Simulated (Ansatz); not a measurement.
Total energies of MoH4 from Ansatz at r2SCAN-D4/def2-TZVP, gas phase (1 Eh = 27.2114 eV = 2625.5 kJ/mol). The reference geometry is relaxed at r2SCAN-D4/def2-TZVP.

```csv
state,geometry,energy (Eh)
charge 0 triplet,reference,-70.52986
charge 1 doublet,reference,-70.18047
free Mo atom (septet),–,-68.15316
free H atom (doublet),–,-0.49993
```

In the def2 sets Mo takes a core potential; there is no spin–orbit coupling.

(1) Work out the vertical ionisation energy to the doublet.

(2) What is the binding energy per atom against free atoms?

(1) E(charge 1 doublet) − E(charge 0 triplet) = -70.18047 − (-70.52986) = 0.34939 Eh = 9.51 eV. For comparison, −ε of the highest occupied level of the spin that leaves is 6.13 eV at this level, 3.38 eV less.

(2) Atoms: 1 × (-68.15316) + 4 × (-0.49993) = -70.15288 Eh. Binding: -70.15288 − (-70.52986) = 0.37698 Eh = 10.26 eV, or 2.05 eV for each of 5 atoms (no zero-point energy, no counterpoise term).

 The singlet lies 1.79 eV above the triplet at this level but is left out (at the level of its geometry, an occupied level 0.34 eV above an empty one).
